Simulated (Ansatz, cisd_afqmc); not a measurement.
Species: C$_{3}$H$_{4}$O, charge 0, singlet. C3H4O (SMILES C(#C)CO).
B3LYP-D3(BJ)/def2-TZVP minimum from Ansatz (a program for electronic structure):
```xyz
8

C      1.9165    -0.0504    -0.1660
C      0.7505    -0.2424     0.0420
C     -0.6727    -0.4318     0.3116
O     -1.4929     0.5840    -0.2542
H      2.9487     0.1100    -0.3594
H     -0.8259    -0.5046     1.3955
H     -1.0125    -1.3707    -0.1287
H     -1.1322     1.4407     0.0008
```

Atomisation energy term by term, kcal/mol (programs: Ansatz, cisd_afqmc). Radicals and triplets start from unrestricted determinants; spin-orbit coupling is neglected. Correlated methods leave the cores frozen. Rows without X2C or -DK are non-relativistic. AFQMC/CISD: phaseless, guided by CISD from CCSD amplitudes; bars are statistical, one sigma. Outlying blocks are dropped, and bars are widened where a walk drifts. Over all cases where full CI ran beside it in this data, AFQMC minus full CI had a median of +0.1 mEh and passed +0.4 mEh in a tenth of the cases. CBS(X,Y): correlation extrapolated as X^-3, Hartree-Fock from the larger set. A bracket is a step between two methods taken in the basis named. '+ core + X2C': CCSD(T) terms for core correlation (cc-pwCVTZ) and scalar relativity (cc-pVTZ-DK). For partners of very few electrons the exact lower level stands in for a higher one.

| term | basis | kcal/mol |
|---|---|---|
| Hartree-Fock | cc-pVQZ | 566.02 |
| CCSD correlation | CBS(cc-pVTZ,cc-pVQZ) | 214.35 |
| (T) | CBS(cc-pVTZ,cc-pVQZ) | 16.47 |
| CCSDT(Q) - CCSD(T) | cc-pVDZ | 0.82 |
| core correlation | cc-pwCVTZ | 3.80 |
| scalar relativity | X2C, cc-pVTZ-DK | -0.73 |
| sum: De |  | 800.7 |

The step beyond CCSD(T) by other levels: AFQMC/CISD in cc-pVTZ 0.60 ± 0.27 kcal/mol.
